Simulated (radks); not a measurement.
Task: All-electron atom: Sc11+ in [Ne]. Method: non-relativistic Kohn-Sham, PBE, spin-polarised, spherical densities, point nucleus; computed with a radial shooting solver on a logarithmic mesh with Libxc functionals. Some entries of the table are withheld. Estimate them.

orbital  occ.  eigenvalue (eV)  <r^2> (bohr^2)  r(max) (bohr)
1s          2              (1)        0.007259        0.04834
2s          2        -730.8669             (2)         0.2838
2p          6        -651.6625             (3)         0.2307

Result: 
(1) 1s eigenvalue (eV): -4652.063
(2) 2s <r^2> (bohr^2): 0.1370
(3) 2p <r^2> (bohr^2): 0.1122
